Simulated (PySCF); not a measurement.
C8H7Cl, SMILES C=Cc1ccccc1Cl, GFN2-xTB optimised geometry.

```
16

C     -2.30    -1.89     0.00
C     -0.98    -1.76     0.00
C     -0.23    -0.51     0.00
C     -0.86     0.74     0.00
C     -0.14     1.92     0.00
C      1.24     1.89     0.00
C      1.90     0.67     0.00
C      1.17    -0.51     0.00
Cl     2.06    -1.99     0.00
H     -2.76    -2.87     0.00
H     -2.98    -1.06     0.00
H     -0.37    -2.65     0.00
H     -1.94     0.78     0.00
H     -0.66     2.87     0.00
H      1.81     2.80     0.00
H      2.98     0.63     0.00
```

Density from CAM-B3LYP/def2-TZVP (PySCF) at that geometry.

Minimum of the electron density along straight lines between bonded atoms, close to the bond critical point (lines longer than 1.1 times the sum of covalent radii, or with two minima, are not listed):

| bond | length / Å | ρ at the minimum / e bohr⁻³ | ∇²ρ there / e bohr⁻⁵ | position (fraction from the first atom) |
|---|---|---|---|---|
| C1–C2 | 1.328 | 0.357 | -1.11 | 0.50 |
| C2–C3 | 1.458 | 0.284 | ? | 0.49 |
| C3–C4 | 1.397 | 0.316 | -0.93 | 0.51 |
| C4–C5 | 1.380 | 0.327 | -0.99 | 0.50 |
| C5–C6 | 1.385 | 0.324 | -0.98 | 0.50 |
| C6–C7 | 1.383 | 0.325 | -0.98 | 0.50 |
| C3–C8 | 1.400 | 0.316 | -0.92 | 0.48 |
| C7–C8 | 1.385 | 0.326 | -0.98 | 0.48 |
| C8–Cl9 | 1.734 | ? | ? | 0.42 |
| C1–H10 | 1.076 | 0.290 | -1.05 | 0.65 |
| C1–H11 | 1.076 | 0.289 | -1.04 | 0.64 |
| C2–H12 | 1.081 | 0.291 | -1.05 | 0.65 |
| C4–H13 | 1.078 | 0.290 | -1.05 | 0.65 |
| C5–H14 | 1.080 | 0.289 | -1.05 | 0.65 |
| C6–H15 | 1.079 | 0.290 | -1.05 | 0.65 |
| C7–H16 | 1.079 | 0.290 | -1.05 | 0.65 |

Task: Fill in the missing entries.

Result: 
- C2–C3, ∇²ρ there / e bohr⁻⁵: -0.81
- C8–Cl9, ρ at the minimum / e bohr⁻³: 0.206
- C8–Cl9, ∇²ρ there / e bohr⁻⁵: -0.34
